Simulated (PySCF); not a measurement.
**InCl and its ions**

RHF; PySCF, scalar-relativistic core potentials, basis sets In def2-TZVPPD with ECP28, Cl def2-TZVPPD. Neutral (RHF): singlet (closed shell), Re = 2.433 Å, ωe = 308 cm⁻¹, De = 3.41 eV, HOMO -9.26 eV, LUMO 0.36 eV.

InCl⁺ (UHF): doublet (σ ↑), Re = 2.280 Å, ωe = 367 cm⁻¹, De = 0.19 eV to In⁺ + Cl. The energies at the minima are -648.81264 hartree for InCl and -648.50248 for InCl⁺.

Q: Work out the adiabatic ionisation energy, without and with harmonic zero-point energies (1 hartree = 27.2114 eV, 1 eV = 8065.5 cm⁻¹), and the change of the bond length.

A: At HF: 0.31016 hartree = 8.440 eV between the minima; the zero-point term (367.0 − 308.0)/2 cm⁻¹ = +0.004 eV makes it 8.444 eV. Re changes by -15.3 pm against the neutral. Minus the HOMO energy is 9.26 eV, +0.82 eV from the value between the minima; Hartree–Fock orbital energies leave out relaxation and correlation. The electron leaves a σ orbital; in so polar a molecule the change of length follows mostly from the change of the ionic charges.

InCl⁻ (UHF): doublet (π ↑), Re = 2.637 Å, ωe = 195 cm⁻¹. The energies at the minima are -648.81264 hartree for InCl and -648.81511 for InCl⁻.

Q: Work out the adiabatic electron affinity, without and with harmonic zero-point energies (1 hartree = 27.2114 eV, 1 eV = 8065.5 cm⁻¹), and the change of the bond length.

A: At HF: 0.00247 hartree = 0.067 eV between the minima; the zero-point term (308.0 − 195.0)/2 cm⁻¹ = +0.007 eV makes it 0.074 eV. Re changes by +20.4 pm against the neutral. The electron enters a π orbital; in so polar a molecule the change of length follows mostly from the change of the ionic charges.

These are scalar-relativistic numbers at best; spin–orbit coupling would shift them, the dissociation energy most. For an ion De counts to the pair picked by the measured ionisation energies or electron affinities, which need not be the lowest pair at this level. Where the molecule has an RHF reference, its open-shell atoms are computed with UHF. Hartree–Fock leaves out correlation, which carries a large part of most bond energies and some tenths to 1 eV of ionisation energies. States were picked by a PBE0 search and need not be the measured ground states.

Neutral and ion stand on different kinds of reference determinant, which adds to the error of the difference.
